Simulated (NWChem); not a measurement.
System: pyrimidine (C4H4N2); SMILES c1cncnc1

NWChem printed, in part:

```
             Northwest Computational Chemistry Package (NWChem) 7.3.0
             --------------------------------------------------------

 CS  symmetry detected

                             Geometry "geometry" -> ""
                             -------------------------

 Output coordinates in angstroms (scale by  1.889725989 to convert to a.u.)

  No.       Tag          Charge          X              Y              Z
 ---- ---------------- ---------- -------------- -------------- --------------
    1 C                    6.0000    -1.35050778    -0.01213110     0.00000000
    2 C                    6.0000    -0.60567279    -1.18261381     0.00000000
    3 N                    7.0000     0.71800760    -1.17327870     0.00000000
    4 C                    6.0000     1.30176415     0.01166613     0.00000000
    5 N                    7.0000     0.69766777     1.18550328     0.00000000
    6 C                    6.0000    -0.62597579     1.17201049     0.00000000
    7 H                    1.0000    -2.42816519    -0.02172968     0.00000000
    8 H                    1.0000    -1.07324389    -2.15927733     0.00000000
    9 H                    1.0000     2.38435413     0.02137806     0.00000000
   10 H                    1.0000    -1.11031940     2.14046668     0.00000000

 Effective nuclear repulsion energy (a.u.)     210.5382855242

      Symmetry information
      --------------------

 Group name             Cs
 Group number              2
 Group order               2
 No. of unique centers    10

                                Z-matrix (autoz)
                                --------

 Units are Angstrom for bonds and degrees for angles

      Type          Name      I     J     K     L     M      Value
      ----------- --------  ----- ----- ----- ----- ----- ----------
    1 Stretch                  1     2                       1.38737
    2 Stretch                  1     6                       1.38821
    3 Stretch                  1     7                       1.07770
    4 Stretch                  2     3                       1.32371
    5 Stretch                  2     8                       1.08282
    6 Stretch                  3     4                       1.32093
    7 Stretch                  4     5                       1.32016
    8 Stretch                  4     9                       1.08263
    9 Stretch                  5     6                       1.32371
   10 Stretch                  6    10                       1.08282
   11 Bend                     1     2     3               122.06651
   12 Bend                     1     2     8               121.94697
   13 Bend                     1     6     5               122.04494
   14 Bend                     1     6    10               121.96858
   15 Bend                     2     1     6               116.06852
   16 Bend                     2     1     7               121.96026
   17 Bend                     2     3     4               116.63097
   18 Bend                     3     2     8               115.98652
   19 Bend                     3     4     5               126.54121
   20 Bend                     3     4     9               116.74090
   21 Bend                     4     5     6               116.64785
   22 Bend                     5     4     9               116.71790
   23 Bend                     5     6    10               115.98648
   24 Bend                     6     1     7               121.97122
   25 Torsion                  1     2     3     4           0.00000
   26 Torsion                  1     6     5     4           0.00000
   27 Torsion                  2     1     6     5           0.00000
   28 Torsion                  2     1     6    10         180.00000
   29 Torsion                  2     3     4     5           0.00000
   30 Torsion                  2     3     4     9         180.00000
   31 Torsion                  3     2     1     6          -0.00000
   32 Torsion                  3     2     1     7         180.00000
   33 Torsion                  3     4     5     6           0.00000
   34 Torsion                  4     3     2     8         180.00000
   35 Torsion                  4     5     6    10         180.00000
   36 Torsion                  5     6     1     7         180.00000
   37 Torsion                  6     1     2     8         180.00000
   38 Torsion                  6     5     4     9         180.00000
   39 Torsion                  7     1     2     8          -0.00000
   40 Torsion                  7     1     6    10           0.00000

  pbe96 is a nonlocal functional; adding pw91lda local functional.

                           NWChem Geometry Optimization
                           ----------------------------

 maximum gradient threshold         (gmax) =   0.000450
 rms gradient threshold             (grms) =   0.000300
 maximum cartesian step threshold   (xmax) =   0.001800
 rms cartesian step threshold       (xrms) =   0.001200
 fixed trust radius                (trust) =   0.300000
 source of zmatrix                         =   autoz

          -------------------
          Energy Minimization
          -------------------

 Using diagonal initial Hessian
 Scaling for Hessian diagonals: bonds = 1.00  angles = 0.25  torsions = 0.10

          --------
          Step   0

                                 NWChem DFT Module
                                 -----------------

[...]

      ----------------------
      Optimization converged
      ----------------------

  Step       Energy      Delta E   Gmax     Grms     Xrms     Xmax
  ---- ---------------- -------- -------- -------- -------- --------
@    4    -263.81913844 -3.6D-07  0.00005  0.00001  0.00036  0.00110
                                     ok       ok       ok       ok

                                Z-matrix (autoz)
                                --------

 Units are Angstrom for bonds and degrees for angles

[...]

 Rotational Constants
 --------------------
 A=   0.207036 cm-1  (  0.297872 K)
 B=   0.200261 cm-1  (  0.288124 K)
 C=   0.101796 cm-1  (  0.146459 K)

 Temperature                      =   298.15K
 frequency scaling parameter      =   1.0000

 Zero-Point correction to Energy  =   46.940 kcal/mol  (  0.074803 au)
 Thermal correction to Energy     =   49.647 kcal/mol  (  0.079117 au)
 Thermal correction to Enthalpy   =   50.239 kcal/mol  (  0.080061 au)

 Total Entropy                    =   68.826 cal/mol-K
   - Translational                =   39.037 cal/mol-K (mol. weight =  80.0374)
   - Rotational                   =   25.439 cal/mol-K (symmetry #  =        1)
   - Vibrational                  =    4.351 cal/mol-K

 Cv (constant volume heat capacity) =   15.746 cal/mol-K
   - Translational                  =    2.979 cal/mol-K
   - Rotational                     =    2.979 cal/mol-K
   - Vibrational                    =    9.787 cal/mol-K

[normal modes left out]

 ----------------------------------------------------------------------------
 Normal Eigenvalue ||           Projected Infra Red Intensities
  Mode   [cm**-1]  || [atomic units] [(debye/angs)**2] [(KM/mol)] [arbitrary]
 ------ ---------- || -------------- ----------------- ---------- -----------
    1       -0.000 ||    0.000752           0.017         0.733       0.697
    2       -0.000 ||    0.000049           0.001         0.048       0.046
    3       -0.000 ||    0.001747           0.040         1.703       1.620
    4        0.000 ||    0.000755           0.017         0.736       0.700
    5        0.000 ||    0.000489           0.011         0.476       0.453
    6        0.000 ||    0.000014           0.000         0.014       0.013
    7      317.319 ||    0.002831           0.065         2.760       2.625
    8      389.220 ||    0.000000           0.000         0.000       0.000
    9      609.253 ||    0.011143           0.257        10.862      10.332
   10      676.565 ||    0.004303           0.099         4.195       3.990
   11      719.651 ||    0.032007           0.738        31.202      29.678
   12      800.271 ||    0.001818           0.042         1.773       1.686
   13      950.778 ||    0.000120           0.003         0.117       0.112
   14      962.748 ||    0.000000           0.000         0.000       0.000
   15      985.378 ||    0.006170           0.142         6.015       5.721
   16      989.553 ||    0.000000           0.000         0.000       0.000
   17     1054.441 ||    0.001065           0.025         1.038       0.987
   18     1057.954 ||    0.003977           0.092         3.877       3.687
   19     1135.243 ||    0.001410           0.033         1.375       1.308
   20     1203.233 ||    0.009901           0.228         9.652       9.180
   21     1281.538 ||    0.001372           0.032         1.338       1.273
   22     1337.434 ||    0.000073           0.002         0.071       0.068
   23     1400.844 ||    0.049455           1.141        48.212      45.856
   24     1444.225 ||    0.005680           0.131         5.537       5.267
   25     1575.920 ||    0.075125           1.733        73.235      69.657
   26     1582.601 ||    0.049702           1.147        48.452      46.085
   27     3075.801 ||    0.021682           0.500        21.136      20.103
   28     3078.063 ||    0.023262           0.537        22.677      21.569
   29     3084.324 ||    0.012101           0.279        11.797      11.220
   30     3138.025 ||    0.006546           0.151         6.381       6.069
 ----------------------------------------------------------------------------
```

Level: PBE-D3(BJ)/def2-SVP. The printed entropy takes a lower symmetry number than the molecule has.

**Question.** Which NWChem input produces such a log?

**Answer.** This is not unique; one that fits is the input that was run:
```
start job
memory heap 200 mb stack 900 mb global 1100 mb
geometry units angstroms
  C     -1.375752     0.080422    -0.001672
  C     -0.711385    -1.137476    -0.013915
  N      0.609920    -1.217273    -0.012350
  C      1.272103    -0.074388     0.001561
  N      0.748381     1.137382     0.014004
  C     -0.573167     1.213029     0.012350
  H     -2.451610     0.143394    -0.002983
  H     -1.243628    -2.080386    -0.025425
  H      2.352890    -0.137579     0.002881
  H     -0.991231     2.211834     0.022703
end
basis spherical
  * library def2-svp
end
dft
  xc xpbe96 cpbe96
  disp vdw 4
  iterations 150
end
driver
  maxiter 120
end
task dft optimize
task dft freq
```
